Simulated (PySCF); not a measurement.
## Stationary points of PbF3

These are results of PBE0/[Pb def2-SVP with ECP60, F def2-SVP], scalar-relativistic core potentials, density fitting, no spin–orbit coupling, PySCF, not measurements.

Relaxations began from a few typed shapes; open shells are unrestricted. The search is not exhaustive: other isomers or separated fragments can lie lower, and high-lying points may rest on an excited occupation.

Which is the lowest minimum found?
A. doublet C2v: Pb–F 2.078 Å, Pb–F 2.089 Å (×2); F–Pb–F 117.6° (×2), F–Pb–F 124.8°
B. doublet C3v: Pb–F 2.056 Å (×3); F–Pb–F 107.8° (×3)

B. The others lie at 20.0 (doublet C2v, a saddle point) kJ/mol above it.

For the lowest minimum: with an element this heavy the missing spin–orbit coupling can shift these numbers.
